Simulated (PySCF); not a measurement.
Isomers of C6H11FS, one GFN2-xTB conformer each. Single-point energies are computed at PBE0/pcSseg-1 (PySCF, gas phase, no added dispersion term), electronic only.

```
              SMILES  GFN2-xTB relative energy (kcal/mol)
      FC[C@H]1CCCCS1                                  0.2
C[C@@H]1CCS[C@@H]1CF                                  0.0
      F[C@H]1CCCCSC1                                  1.1
```

Conformers: `[F:1][CH2:2][C@H:3]1[CH2:4][CH2:5][CH2:6][CH2:7][S:8]1` with F1–C2–C3–C4 -59°, C2–C3–C4–C5 71°, C3–C4–C5–C6 61°, C4–C5–C6–C7 -64°, C5–C6–C7–S8 65°; `[CH3:1][C@@H:2]1[CH2:3][CH2:4][S:5][C@@H:6]1[CH2:7][F:8]` with S5–C6–C7–F8 -72°, C1–C2–C3–C4 -175°, C2–C3–C4–S5 37°, C3–C4–S5–C6 -13°, C4–S5–C6–C7 112°; `[F:1][C@H:2]1[CH2:3][CH2:4][CH2:5][CH2:6][S:7][CH2:8]1` with F1–C2–C3–C4 73°, C2–C3–C4–C5 96°, C3–C4–C5–C6 -74°, C4–C5–C6–S7 61°.

Problem. What does PBE0/pcSseg-1 give for the same structures?

Solution. 
```json
{"SMILES": "FC[C@H]1CCCCS1", "PBE0/pcSseg-1 E (Eh)": "-732.72456", "PBE0/pcSseg-1 (kcal/mol)": "0.0", "GFN2-xTB (kcal/mol)": "0.2", "point group": "C1"}
{"SMILES": "F[C@H]1CCCCSC1", "PBE0/pcSseg-1 E (Eh)": "-732.72367", "PBE0/pcSseg-1 (kcal/mol)": "0.6", "GFN2-xTB (kcal/mol)": "1.1", "point group": "C1"}
{"SMILES": "C[C@@H]1CCS[C@@H]1CF", "PBE0/pcSseg-1 E (Eh)": "-732.72309", "PBE0/pcSseg-1 (kcal/mol)": "0.9", "GFN2-xTB (kcal/mol)": "0.0", "point group": "C1"}
```

GFN2-xTB puts C[C@@H]1CCS[C@@H]1CF lowest instead; measured from each level's own lowest isomer, the values differ by up to 0.9 kcal/mol (C[C@@H]1CCS[C@@H]1CF: 0.0 against 0.9). Neighbours under 2.5 kcal/mol apart (FC[C@H]1CCCCS1 and F[C@H]1CCCCSC1; F[C@H]1CCCCSC1 and C[C@@H]1CCS[C@@H]1CF) can change places with a better method, another conformer or zero-point energy.

Problem. Which frontier levels, dipoles and rotational constants go with these structures?

Solution. 
| SMILES | HOMO (eV, PBE0/pcSseg-1) | LUMO (eV) | dipole (D) | A, B, C (MHz) |
| --- | --- | --- | --- | --- |
| FC[C@H]1CCCCS1 | -6.34 | 1.17 | 1.55 | 2051, 1656, 1372 |
| F[C@H]1CCCCSC1 | -6.52 | 1.05 | 1.41 | 2361, 1503, 1068 |
| C[C@@H]1CCS[C@@H]1CF | -6.28 | 0.83 | 2.15 | 2127, 1636, 1247 |
